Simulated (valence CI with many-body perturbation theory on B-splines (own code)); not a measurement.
Missing levels of Ir LXXII

Computed by configuration interaction combined with many-body perturbation theory (CI+MBPT): four valence electrons over a frozen Dirac-Fock core [He], a basis of 11 s, 11 p, 10 d, 8 f, 5 g, 2 h functions for each j, with the one-electron correlation potential Σ1, the two-electron term Σ2, the three-electron term Σ3, Breit, model QED; selected CI, second order for the rest, scaled by the run's own slope (own B-spline code, finite nucleus).

The last digits are not significant, and no measured levels were compared; by estimate large intervals hold to a few tenths of a per cent, small ones and those within an open d or f shell to about a per cent. Among the levels kept, up to 1400 cm⁻¹ of a level comes from second order outside the variational space, and about a tenth of that is noise between levels of different J, which matters for small intervals.

| Level | E (eV) |
| --- | --- |
| (2s^2 2p1/2^2) J=0 | 0.0 |
| (2s^2 2p1/2 2p3/2) J=1 | 1698.8 |
| (2s^2 2p1/2 2p3/2) J=2 | ? |
| (2s 2p1/2^2 2p3/2) J=2 | 2021.7 |
| (2s 2p1/2^2 2p3/2) J=1 | ? |
| (2s^2 2p3/2^2) J=2 | 3442.7 |
| (2s^2 2p3/2^2) J=0 | 3509.5 |
| (2s 2p1/2 2p3/2^2) J=2 [a] | ? |
| (2s 2p1/2 2p3/2^2) J=3 | 3735.7 |
| (2s 2p1/2 2p3/2^2) J=0 | 3803.7 |
| (2s 2p1/2 2p3/2^2) J=1 [a] | 3827.6 |
| (2s 2p1/2 2p3/2^2) J=2 [b] | 3836.3 |
| (2s 2p1/2 2p3/2^2) J=1 [b] | 3841.1 |
| (2p1/2^2 2p3/2^2) J=2 | 4177.8 |
| (2p1/2^2 2p3/2^2) J=0 | 4247.2 |
| (2s 2p3/2^3) J=2 | ? |
| (2s 2p3/2^3) J=1 | 5589.6 |
| (2p1/2 2p3/2^3) J=1 | ? |
| (2p1/2 2p3/2^3) J=2 | 5912.8 |
| (2p3/2^4) J=0 | ? |

Levels are named by their leading jj configuration (3d3/2^4 stands for four electrons in 3d with j = 3/2), which in mixed levels can hold well under half, so a name can repeat and another be missing. Letters in brackets count levels of one name in rising energy.

Task: The levels stand in rising order. What does the calculation give for the missing energies?

Result: (2s^2 2p1/2 2p3/2) J=2 1717.0; (2s 2p1/2^2 2p3/2) J=1 2114.6; (2s 2p1/2 2p3/2^2) J=2 [a] 3690.4; (2s 2p3/2^3) J=2 5498.3; (2p1/2 2p3/2^3) J=1 5894.4; (2p3/2^4) J=0 7668.7.
